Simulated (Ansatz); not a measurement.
Job for Ansatz (an electronic-structure program): U-CCSD(T)/cc-pV(D+d)Z on SiS, a point of a bond scan (R = 2.326 Å). Files ending in .json are basis or fitting sets from the Basis Set Exchange.

Ansatz 0.2 input:
```yaml
crystal:
  periodic: [false, false, false]
  atoms:
    - {symbol: Si, position_ang: [-0.00000000, -0.00000000, -1.03360590]}
    - {symbol: S, position_ang: [0.00000000, 0.00000000, 1.29200737]}
basis:
  gaussian:
    orbitals: cc-pV_D+d_Z.json
correlation: {method: ccsd_t, electrons: outside_noble_gas}
scf: {omitted_lower_state_checks: [cluster_reference]}
magnetization: {spin_polarized: true, initial_magnetization: 0}
```

Program output:

```
WARN ansatz: RAYON_NUM_THREADS=1 ignored (pool sized by the plan → 1); use --threads N
Functional definition: HF
these checks for a lower state are left out or cut short: cluster_reference
integrals: 0.02 GiB planned
486 factors; integrals over basis functions are off by at most 1.1e-3 eV
mean field: 0.11 GiB planned
mean field evaluation 1: about -18675.0880 eV, gradient 1.8e1 eV
mean field evaluation 2: about -18675.0934 eV, gradient 1.8e1 eV
mean field evaluation 4: about -18678.4141 eV, gradient 1.5e0 eV
mean field evaluation 8: about -18678.4579 eV, gradient 2.8e-1 eV
mean field evaluation 16: about -18678.4965 eV, gradient 7.7e-1 eV
mean field evaluation 32: about -18678.7663 eV, gradient 1.7e-6 eV
mean field evaluation 64: about -18678.4514 eV, gradient 6.0e-1 eV
mean field evaluation 96: about -18672.7032 eV, gradient 4.7e0 eV
mean field evaluation 128: about -18674.4005 eV, gradient 1.5e1 eV
mean field evaluation 160: about -18678.7644 eV, gradient 2.3e-1 eV
mean field evaluation 192: about -18676.1071 eV, gradient 2.8e0 eV
mean field evaluation 224: about -18677.6067 eV, gradient 5.3e0 eV
mean field evaluation 256: about -18678.7654 eV, gradient 1.4e-1 eV
mean field evaluation 288: about -18678.4594 eV, gradient 1.6e-1 eV
mean field -18678.76627969 eV, -686.4319998562 hartree, gradient 9.6e-6 eV, S^2 0.763199; 18 other end points of the search recorded, 0 dependent functions left out
10 core orbitals not correlated
reference -18678.76627969 eV, -686.4319998562 hartree; 5, 5 occupied and 31, 31 virtual orbitals, 486 factors
second order -4.85923201 eV of doubles, -0.00000000 eV of singles
coupled cluster: 0.09 GiB planned
cycle   1  -5.41704098 eV  change   -5.6e-1 eV  update   1.3e-1
cycle   2  -5.78244815 eV  change   -3.7e-1 eV  update   6.7e-2
cycle   3  -5.97554099 eV  change   -1.9e-1 eV  update   6.2e-2
cycle   4  -6.12842160 eV  change   -1.5e-1 eV  update   4.7e-2
cycle   5  -6.25192124 eV  change   -1.2e-1 eV  update   2.8e-2
cycle   6  -6.27538008 eV  change   -2.3e-2 eV  update   1.2e-2
cycle   7  -6.30313760 eV  change   -2.8e-2 eV  update   5.3e-3
cycle   8  -6.29907654 eV  change    4.1e-3 eV  update   3.5e-3
cycle   9  -6.30539639 eV  change   -6.3e-3 eV  update   2.3e-3
cycle  10  -6.30899099 eV  change   -3.6e-3 eV  update   1.1e-3
cycle  11  -6.30838268 eV  change    6.1e-4 eV  update   3.9e-4
cycle  12  -6.30910696 eV  change   -7.2e-4 eV  update   1.8e-4
cycle  13  -6.30889398 eV  change    2.1e-4 eV  update   8.5e-5
cycle  14  -6.30883180 eV  change    6.2e-5 eV  update   4.2e-5
cycle  15  -6.30882617 eV  change    5.6e-6 eV  update   2.4e-5
cycle  16  -6.30883286 eV  change   -6.7e-6 eV  update   1.4e-5
cycle  17  -6.30884216 eV  change   -9.3e-6 eV  update   6.1e-6
coupled cluster: 0.09 GiB planned
perturbative correction -0.44431026 eV, -0.0163281010 hartree
WARN: the results are in doubt because among natural orbitals full CI differs from the method by -0.086 eV
Total energy: -18685.51943212 eV, -686.6801736304 hartree
In doubt: among natural orbitals full CI differs from the method by -0.086 eV
Checks for a lower state left out: cluster_reference
```

The run converged. Its determinant has ⟨S²⟩ = 0.76, a mixture of spin states.

Warnings raised: large difference.

Cost: around 2.7 core-seconds (rough).
